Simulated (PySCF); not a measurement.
A structure optimised at B3LYP-D3(BJ)/def2-TZVP, used in a PySCF frequency run:

```xyz
7

Be     0.6905    -0.0254    -0.4843
O      1.8482    -0.1292    -1.2713
H      2.3464     0.4126    -1.8753
Si    -1.0892     0.0390     0.7660
H     -1.9611    -1.1497     0.5660
H     -1.9261     1.2355     0.4772
H     -0.7581     0.0905     2.2156
```
Charge 0, spin multiplicity 1.

Problem. Write its SMILES and formula.

Solution. [OH][Be][SiH3], BeH₄OSi

Problem. What are its rotational constants (standard atomic weights)?

Solution. 82.898, 3.1697, 3.1629 GHz
